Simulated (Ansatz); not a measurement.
Z-matrix (Å, degrees):
```
C
Ga 1 1.963
H 1 1.090 2 112.1
H 1 1.092 2 110.4 3 122.1
H 1 1.094 2 109.4 3 -119.8
C 2 2.021 1 118.0 3 -153.3
H 2 1.572 1 123.7 3 18.5
O 6 1.211 2 113.2 1 77.1
H 6 1.118 2 128.3 1 -103.9
```

Charge 0, multiplicity 1.

Question: List the PBE0/def2-TZVPP orbital energies in eV (Ansatz). (Best estimate.)

Answer: The calculation gave: Occupied: -10147.12, -1253.00, -1109.20, -1109.07, -1109.06, -522.87, -280.34, -277.92, -151.25, -104.30, -103.97, -103.94, -29.43, -23.40, -23.25, -23.23, -23.10, -23.07, -19.26, -16.59, -13.37, -12.42, -11.49, -11.33, -11.12, -10.37, -8.35, -6.40. Lowest empty: -1.49, -1.05, 0.68, 1.38, 2.51, 3.02, 3.08, 3.27.
